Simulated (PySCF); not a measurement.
Species: `CC1(C(=O)Cl)CCCC1`. The columns A, B, C and D hold Mulliken, IAO, Hirshfeld and ESP-fitted charges (e) of one PBE0/pcSseg-1 density (PySCF), in a shuffled order. Coordinates in Å (GFN2-xTB); the density's dipole moment is (1.57, -1.36, -2.30) D.

```json
{"atom": "C1", "x": "-1.640", "y": "-0.883", "z": "-0.725", "A": "-0.101", "B": "-0.121", "C": "-0.412", "D": "-0.567"}
{"atom": "C2", "x": "-0.625", "y": "-0.068", "z": "0.082", "A": "-0.720", "B": "+0.017", "C": "-0.014", "D": "+0.392"}
{"atom": "C3", "x": "-1.365", "y": "0.701", "z": "1.147", "A": "+0.418", "B": "+0.194", "C": "+0.365", "D": "+0.337"}
{"atom": "O4", "x": "-1.241", "y": "0.646", "z": "2.323", "A": "-0.293", "B": "-0.189", "C": "-0.346", "D": "-0.369"}
{"atom": "Cl5", "x": "-2.576", "y": "1.816", "z": "0.479", "A": "-0.119", "B": "-0.041", "C": "-0.105", "D": "-0.153"}
{"atom": "C6", "x": "0.449", "y": "-0.966", "z": "0.741", "A": "-0.058", "B": "-0.073", "C": "-0.271", "D": "-0.115"}
{"atom": "C7", "x": "1.794", "y": "-0.523", "z": "0.159", "A": "-0.227", "B": "-0.068", "C": "-0.259", "D": "-0.083"}
{"atom": "C8", "x": "1.564", "y": "0.939", "z": "-0.209", "A": "-0.201", "B": "-0.070", "C": "-0.260", "D": "-0.092"}
{"atom": "C9", "x": "0.166", "y": "0.912", "z": "-0.816", "A": "-0.081", "B": "-0.072", "C": "-0.259", "D": "-0.054"}
{"atom": "H10", "x": "-1.113", "y": "-1.492", "z": "-1.455", "A": "+0.122", "B": "+0.048", "C": "+0.145", "D": "+0.157"}
{"atom": "H11", "x": "-2.331", "y": "-0.228", "z": "-1.249", "A": "+0.132", "B": "+0.031", "C": "+0.151", "D": "+0.116"}
{"atom": "H12", "x": "-2.210", "y": "-1.539", "z": "-0.070", "A": "+0.123", "B": "+0.043", "C": "+0.145", "D": "+0.151"}
{"atom": "H13", "x": "0.438", "y": "-0.817", "z": "1.820", "A": "+0.142", "B": "+0.032", "C": "+0.154", "D": "+0.051"}
{"atom": "H14", "x": "0.251", "y": "-2.019", "z": "0.547", "A": "+0.119", "B": "+0.041", "C": "+0.138", "D": "+0.024"}
{"atom": "H15", "x": "2.026", "y": "-1.095", "z": "-0.740", "A": "+0.114", "B": "+0.036", "C": "+0.129", "D": "+0.038"}
{"atom": "H16", "x": "2.611", "y": "-0.655", "z": "0.867", "A": "+0.125", "B": "+0.043", "C": "+0.141", "D": "+0.039"}
{"atom": "H17", "x": "1.572", "y": "1.557", "z": "0.690", "A": "+0.123", "B": "+0.039", "C": "+0.134", "D": "+0.056"}
{"atom": "H18", "x": "2.311", "y": "1.323", "z": "-0.902", "A": "+0.126", "B": "+0.043", "C": "+0.141", "D": "+0.038"}
{"atom": "H19", "x": "0.210", "y": "0.505", "z": "-1.827", "A": "+0.115", "B": "+0.043", "C": "+0.136", "D": "+0.039"}
{"atom": "H20", "x": "-0.296", "y": "1.896", "z": "-0.865", "A": "+0.140", "B": "+0.027", "C": "+0.147", "D": "-0.004"}
```

Question: Which column most likely holds the ESP-fitted charges?

Answer: D. Σ q r misses the density's dipole by 0.08 D (D), 0.49 D (C), 0.58 D (A), 1.58 D (B). Charges fitted to the outside potential are the only set here that is tied to the molecule's multipoles.

Question: And the Hirshfeld charges?

Answer: B. The mean sizes are 0.064 e (B), 0.144 e (D), 0.180 e (A), 0.193 e (C), and Hirshfeld charges are commonly the smallest of these schemes.

As computed, A = Mulliken, B = Hirshfeld, C = IAO, D = ESP-fitted. Hydrogens on carbon: Mulliken +0.11 to +0.14, Hirshfeld +0.03 to +0.05, IAO +0.13 to +0.15, ESP-fitted 0.00 to +0.16 e.

The ESP scheme fits charges at the nuclei, held to the total charge, to the electrostatic potential on points at 1.4 to 2.0 times the van der Waals radii. The IAO scheme counts the electrons in orthogonalised intrinsic atomic orbitals, a minimal basis polarised so that it spans the occupied orbitals exactly.

Isolated species at its GFN2-xTB geometry (one conformer only).
